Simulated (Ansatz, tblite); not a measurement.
Isomers of Zn2Cl5⁻ (singlet), found by a short tight-binding search and relaxed with PBE-D4/def2-SVPD in Ansatz.

The xTB rows come from tblite. HSE06 is defined as in plane-wave codes, on full-range PBE exchange. Correlated methods freeze 43 core orbitals.

A: At HF/STO-3G the highest occupied level of the charge -1 singlet lies above zero (up to 0.12 eV). In Hartree–Fock with STO-3G the lack of diffuse functions raises the level. B: At HF/STO-3G the highest occupied level of the charge -1 singlet lies above zero (up to 0.40 eV). In Hartree–Fock with STO-3G the lack of diffuse functions raises the level.

Other spin states weren't relaxed.

A:

```xyz
7

Zn   -0.856    0.933   -0.561
Zn    0.854   -0.934    0.561
Cl   -0.043    0.985    1.708
Cl   -1.324   -1.420   -0.347
Cl   -2.211    2.423   -1.451
Cl    2.218   -2.415    1.452
Cl    1.361    0.428   -1.362
```

B:

Cartesian coordinates in Å:
```
Zn -1.4480 0.8510 0.5228
Zn 1.2320 -0.7259 -0.4540
Cl 0.5281 1.6862 -0.2051
Cl 1.3760 -1.1683 -2.6274
Cl -3.2276 1.9050 1.2319
Cl 2.6229 -1.1726 1.2224
Cl -1.0834 -1.3754 0.3094
```

Task: Estimate which lies lowest at each level, and how far above it the others are (kJ/mol).

Result: 
```tsv
level	A	B
GFN1-xTB	0.0	1.8
GFN2-xTB	0.0	76.7
HF/STO-3G	26.3	0.0
HF/def2-TZVPD	0.0	5.3
PBE-D4/def2-TZVPD	0.0	20.1
r2SCAN-D4/def2-TZVPD	0.0	23.6
PBE0-D4/def2-TZVPD	0.0	22.0
HSE06-D4/def2-TZVPD	0.0	21.7
ωB97X-V/def2-TZVPD	0.0	20.2
ωB97M-V/def2-TZVPD	0.0	23.5
RPA@PBE/def2-TZVPD	0.0	16.8
MP2/def2-TZVPD	0.0	18.0
```
Point groups (tolerance 0.1 Å): A D3h, B Cs. Lower isomers may exist.
